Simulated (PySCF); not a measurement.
Te(iPr)(SH) (C3H8STe), SMILES S[Te]C(C)C.

Coordinates come from a r2SCAN-D4/def2-SVP optimisation. The def2 effective core potentials stand for the cores of Te; spin–orbit coupling is left out. Other conformers were not sampled.

The numbers are results of TDA-CAM-B3LYP/def2-SVPD in PySCF, not measurements.

Vertical excitations. 

Computed UV-visible absorptions:
| state | energy (eV) | λ (nm) | f | main pairs |
|---|---|---|---|---|
| S1 | 3.19 | 389 | 0.001 | HOMO→LUMO 95 % |
| S2 | 4.23 | 293 | 0.008 | HOMO−1→LUMO 92 % |
| S3 | 4.64 | 267 | 0.000 | HOMO→LUMO+1 88 % |
| S4 | 5.50 | 225 | 0.053 | HOMO→LUMO+2 91 % |
| S5 | 5.76 | 215 | 0.021 | HOMO−2→LUMO 84 % |
| S6 | 6.02 | 206 | 0.006 | HOMO−1→LUMO+2 73 % |
| S7 | 6.18 | 201 | 0.057 | HOMO→LUMO+3 68 %, HOMO−1→LUMO+1 11 % |
| S8 | 6.23 | 199 | 0.077 | HOMO−1→LUMO+1 59 %, HOMO→LUMO+3 15 %, HOMO−3→LUMO 10 % |
| S9 | 6.45 | 192 | 0.031 | HOMO→LUMO+4 69 % |
| S10 | 6.61 | 187 | 0.020 | HOMO→LUMO+5 74 %, HOMO→LUMO+4 12 % |
| T1 | 2.53 | 489 | 0 | HOMO→LUMO 95 % |
| T2 | 3.65 | 340 | 0 | HOMO−1→LUMO 91 % |
| T3 | 3.97 | 312 | 0 | HOMO→LUMO+1 84 % |
| T4 | 4.82 | 257 | 0 | HOMO−2→LUMO 49 %, HOMO−1→LUMO+1 22 %, HOMO−3→LUMO 13 % |
Triplets are in the Tamm–Dancoff approximation.
